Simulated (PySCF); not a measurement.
Simulated outer-valence photoelectron spectrum of CF3CH2Br (`FC(F)(F)CBr`). The calculation used EOM-IP-CCSD/aug-cc-pVDZ in PySCF, restricted Hartree–Fock reference, frozen core, non-relativistic, gas phase, PBE0-D3(BJ)/def2-SVP geometry.

Each root has a Gaussian of 0.4 eV full width with its one-hole share as area; cross sections and vibrations are left out, and the highest printed point is 100.

(ionisation energy (eV), intensity): (10.6, 3), (10.8, 36), (11.0, 100), (11.2, 76), (11.4, 16), (11.6, 1), (11.8, 0), (12.0, 0), (12.2, 0), (12.4, 0), (12.6, 0), (12.8, 0), (13.0, 0), (13.2, 0), (13.4, 0), (13.6, 6), (13.8, 36), (14.0, 53), (14.2, 31), (14.4, 48), (14.6, 45), (14.8, 16), (15.0, 41), (15.2, 95), (15.4, 71), (15.6, 23), (15.8, 38), (16.0, 53), (16.2, 38), (16.4, 54), (16.6, 34), (16.8, 6), (17.0, 0)

**Question.** Where are the maxima, and how many lines lie under the curve?

**Answer.** 6 maxima, at 11.1, 14.0, 14.5, 15.3, 16.0 and 16.4 eV, from 8 lines. At this width some lines have no maximum of their own.

**Question.** List the lines with their holes.

**Answer.** 
```tsv
E (eV)	leading hole (HF orbital)	area	Koopmans (eV)
11.02	HOMO	0.96	11.60
11.10	HOMO-1	0.96	11.72
13.95	HOMO-2	0.96	14.73
14.50	HOMO-3	0.95	16.29
15.18	HOMO-5	0.95	17.97
15.32	HOMO-4	0.95	17.22
15.95	HOMO-6	0.95	18.44
16.44	HOMO-7	0.95	18.55
```

The widest gap, 2.85 eV, lies between 11.10 and 13.95 eV. Only orbitals with −ε under 21 eV, eight at most, were ionised, so the high end of the curve may lack lines.

Conformer computed: `[F:1][C:2]([F:3])([F:4])[CH2:5][Br:6]`: F1–C2–C5–Br6 -179°.
